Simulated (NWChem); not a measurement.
Species: BeBrF; SMILES [F][Be][Br]

```xyz
3

Be     0.0000     0.0000     1.1564
F      0.0000     0.0000     2.5422
Br     0.0000     0.0000    -0.7945
```
Atoms are numbered in this order, from 1.

All runs: NWChem. Pople sets run with spherical d functions. Structure relaxed at the PBE0/def2-SVP level. Vzz is the largest principal value of the second derivative of the potential at the nucleus (NWChem prints the opposite sign); η is the asymmetry. Non-relativistic.

```json
[
 {"level": "Hartree-Fock/def2-SVP", "Vzz Be1 (a.u.)": "-0.137", "η Be1": "0.00", "Vzz Br3 (a.u.)": "2.279", "η Br3": "0.00"},
 {"level": "Hartree-Fock/6-31G*", "Vzz Be1 (a.u.)": "(withheld)", "η Be1": "0.00", "Vzz Br3 (a.u.)": "(withheld)", "η Br3": "0.00"},
 {"level": "PBE/cc-pVTZ", "Vzz Be1 (a.u.)": "-0.175", "η Be1": "0.00", "Vzz Br3 (a.u.)": "2.402", "η Br3": "0.00"},
 {"level": "PBE/6-31G*", "Vzz Be1 (a.u.)": "-0.137", "η Be1": "0.00", "Vzz Br3 (a.u.)": "2.711", "η Br3": "0.00"}
]
```

Task: Complete the blanks.

Result: 
- Hartree-Fock/6-31G*, Vzz Be1 (a.u.): -0.160
- Hartree-Fock/6-31G*, Vzz Br3 (a.u.): 2.363
